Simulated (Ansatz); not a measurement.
# Redistribution: CHBrF2 + C5H10O → CH2F2O + C5H9Br

Species: CHBrF2 `FC(F)Br`, singlet; C5H10O (cyclopentanol) `OC1CCCC1`, singlet; CH2F2O `OC(F)F`, singlet; C5H9Br (bromocyclopentane) `BrC1CCCC1`, singlet. The partners trade Br for OH; both sit on C, so the bond types are kept.

Shapes, held fixed at every level: PBE0-D4/def2-TZVP. Flexible molecules stand in one conformer, not always the lowest. Programs: Ansatz 0.2.0. The zero-point and thermal change to 298 K, harmonic and unscaled (PBE0-D4/def2-TZVP), is +2.1 kJ/mol.

Q: Estimate ΔH(298 K) of this reaction.

A: The highest level, CCSD(T)/def2-TZVPP, gives ΔH(298 K) = -80.1 kJ/mol; the levels span -89.4 to -71.3. The column of differences is taken from that level and isn't an error. No measured value is set beside it here. Relativity is left out for Br. Outer-core shells of Br are correlated in most correlated rows, in sets that cover them unevenly.

```tsv
level	kind	ΔH(298 K) (kJ/mol)	less CCSD(T)/def2-TZVPP
HF/def2-TZVPP	Hartree–Fock	-89.4	-9.3
r2SCAN-D4/def2-TZVPP	meta-GGA	-71.3	+8.8
PBE0-D4/def2-TZVPP	global hybrid	-74.4	+5.7
B2PLYP/def2-TZVPP	double hybrid	-76.2	+3.9
CCSD(T)/def2-SVP	coupled cluster or CI	-87.0	-6.9
CCSD/def2-SVP	coupled cluster or CI	-88.2	-8.1
CCSD/def2-TZVPP	coupled cluster or CI	-81.3	-1.2
CCSD(T)/def2-TZVPP	coupled cluster or CI	-80.1	0.0
```
